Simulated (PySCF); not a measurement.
A calculated (UHF, PySCF 2.14, jorge-DZP-DKH, scalar relativity by spin-free X2C-1e) atom or ion has these occupied shells.

```json
{"shell": "1s β", "electrons": "1", "orbital energy (eV)": "-9074.0", "rms radius, mean of both spins (bohr)": "0.0601"}
{"shell": "1s α", "electrons": "1", "orbital energy (eV)": "-9074.0", "rms radius, mean of both spins (bohr)": "0.0601"}
{"shell": "2s α", "electrons": "1", "orbital energy (eV)": "-1161.3", "rms radius, mean of both spins (bohr)": "0.254"}
{"shell": "2s β", "electrons": "1", "orbital energy (eV)": "-1160.2", "rms radius, mean of both spins (bohr)": "0.254"}
{"shell": "2p α", "electrons": "3", "orbital energy (eV)": "-1002.0", "rms radius, mean of both spins (bohr)": "0.228"}
{"shell": "2p β", "electrons": "3", "orbital energy (eV)": "-1001.0", "rms radius, mean of both spins (bohr)": "0.228"}
{"shell": "3s α", "electrons": "1", "orbital energy (eV)": "-168.27", "rms radius, mean of both spins (bohr)": "0.764"}
{"shell": "3s β", "electrons": "1", "orbital energy (eV)": "-165.40", "rms radius, mean of both spins (bohr)": "0.764"}
{"shell": "3p α", "electrons": "3", "orbital energy (eV)": "-119.78", "rms radius, mean of both spins (bohr)": "0.810"}
{"shell": "3p β", "electrons": "3", "orbital energy (eV)": "-116.34", "rms radius, mean of both spins (bohr)": "0.810"}
{"shell": "3d α", "electrons": "5", "orbital energy (eV)": "-40.615", "rms radius, mean of both spins (bohr)": "1.04"}
{"shell": "3d β", "electrons": "4", "orbital energy (eV)": "-38.951", "rms radius, mean of both spins (bohr)": "1.04"}
```

Name the element and its charge.

Cu²⁺ (copper, charge +2), in [Ar] 3d9, 2D determinant.
